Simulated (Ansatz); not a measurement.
A structure relaxed at PBE0-D4/def2-TZVP, charge 0, multiplicity 1:

Cartesian coordinates in Å:
```
Cl 0.560 0.737 1.615
B -0.517 0.374 0.300
Te 0.016 -0.815 -1.373
H -1.625 0.809 0.321
H 1.566 -1.105 -0.862
```

Problem. Give its formula and SMILES.

Solution. BClH2Te, `ClB[TeH]`.

Problem. Point group (tolerance 0.08 Å, 0.16 Å for H)?

Solution. Cs.

Problem. Summarise the bond lengths by kind.

Solution. 1 × B–Cl 1.738 Å; 1 × B–Te 2.120 Å; 1 × B–H 1.190 Å; 1 × H–Te 1.658 Å.

Results of the Gaussian-basis code of Ansatz.
